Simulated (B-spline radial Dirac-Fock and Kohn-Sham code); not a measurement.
Two-hole binding energies of Te²⁺

System: the Te²⁺ ion, configuration [Kr] 4d10 5s2 5p2, inside a Watson sphere of charge -2 and radius 2.2 Å (a model of the Madelung potential; inside it an electron's potential energy is raised by 13.1 eV).

Model: Dirac-Fock energy differences between relaxed states, corrected for Breit and QED terms. Program: an atomic code on a B-spline grid. U is the two-hole binding energy less the two single-hole energies, the effective repulsion of the holes after relaxation. Each two-hole energy is an average over J within one jj subconfiguration.

| holes | E(a) (eV) | E(b) (eV) | E(ab) (eV) | U (eV) |
| --- | --- | --- | --- | --- |
| 1s⁻² | 31830.2 | 31830.2 | 64506.1 | 845.7 |
| 1s⁻¹ 3d3/2⁻¹ | 31830.2 | 600.0 | 32493.1 | 62.9 |
| 2s⁻² | 4963.3 | 4963.3 | 10065.0 | 138.5 |
| 2s⁻¹ 2p3/2⁻¹ | 4963.3 | 4359.8 | 9448.9 | 125.8 |
| 2p3/2⁻² | 4359.8 | 4359.8 | 8873.4 | 153.7 |
| 2s⁻¹ 3p3/2⁻¹ | 4963.3 | 838.8 | 5860.1 | 58.0 |
| 2s⁻¹ 3d3/2⁻¹ | 4963.3 | 600.0 | 5626.4 | 63.1 |
| 2p1/2⁻¹ 3p3/2⁻¹ | 4630.7 | 838.8 | 5529.7 | 60.2 |
| 2p1/2⁻¹ 3d3/2⁻¹ | 4630.7 | 600.0 | 5292.2 | 61.5 |
| 2p3/2⁻¹ 3d5/2⁻¹ | 4359.8 | 589.6 | ? | ? |
| 3p1/2⁻² | 890.5 | 890.5 | 1830.3 | 49.4 |
| 3p3/2⁻² | 838.8 | 838.8 | 1722.8 | 45.1 |
| 3d5/2⁻² | 589.6 | 589.6 | 1229.1 | 49.8 |
| 4d3/2⁻¹ 4d5/2⁻¹ | 57.09 | 55.63 | 131.8 | 19.1 |

Q: Give the missing two-hole energy and U.

A: E(ab) = 5011.1 eV and U = 61.6 eV.

Values without a named source are computed, but for edge energies of neutral atoms, which are taken from tables.
